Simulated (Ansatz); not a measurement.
Total energies of CH7GeNO, SMILES `[CH3][GeH]([NH2])[OH]`.

```xyz
11

C     0.508    1.248    0.765
Ge   -0.435    0.059   -0.448
N    -0.390   -1.622    0.288
O     0.398   -0.071   -2.018
H     0.662    2.216    0.287
H    -0.061    1.399    1.684
H     1.481    0.824    1.018
H    -1.835    0.569   -0.841
H    -0.402   -1.655    1.297
H    -1.061   -2.285   -0.074
H     1.135   -0.683   -1.957
```

Charge 0, multiplicity 1. Correlated methods include outer-core shells of Ge, which these sets cover unevenly. Scalar relativity is left out up to krypton. The structure was optimised at the PBE0-D4/def2-TZVP level. It is one conformer, not always the lowest. Basis def2-TZVPP, Ansatz 0.2.0.

RPA on PBE orbitals: Hartree–Fock energy of these orbitals -2246.69025 Eh, correlation -1.42649 Eh (frozen core).

| functional | energy without D4 (Eh) | D4 term (kJ/mol) |
| --- | --- | --- |
| PBE | -2248.89680 | -18.7 |
| revPBE | -2249.20380 | -56.3 |
| BLYP | -2249.41534 | -40.9 |
| B97M-V | -2249.00351 | – |
| PBE0 | -2248.96504 | -15.8 |
| r2SCANh | -2249.30442 | -4.9 |
| r2SCAN0 | -2249.28066 | -5.4 |
| HSE06 (plane-wave form) | -2248.95656 | -14.7 |
| BHLYP | -2249.30563 | -22.8 |
| CAM-B3LYP | -2249.47307 | -15.9 |
| ωB97X-V | -2249.17968 | – |
| ωB97M-V | -2249.23180 | – |
| B2PLYP | -2248.92440 | – |
| PBE-QIDH | -2248.62131 | – |

Task: Give the same for LDA (SPW92), r2SCAN, B3LYP, LC-ωPBE. (Best estimate.)

Result: Ansatz gave: 
```json
{"functional": "LDA (SPW92)", "energy without D4 (Eh)": "-2244.86812", "D4 term (kJ/mol)": "–"}
{"functional": "r2SCAN", "energy without D4 (Eh)": "-2249.32118", "D4 term (kJ/mol)": "-4.6"}
{"functional": "B3LYP", "energy without D4 (Eh)": "-2249.47595", "D4 term (kJ/mol)": "-30.0"}
{"functional": "LC-ωPBE", "energy without D4 (Eh)": "-2249.05631", "D4 term (kJ/mol)": "–"}
```

B3LYP takes the VWN-RPA correlation (the form of Gaussian; ORCA's B3LYP/G). HSE06 is the plane-wave form, built on full-range PBE exchange. The double hybrids freeze the cores in their second-order part.

LC-ωPBE has ω = 0.4 bohr⁻¹.
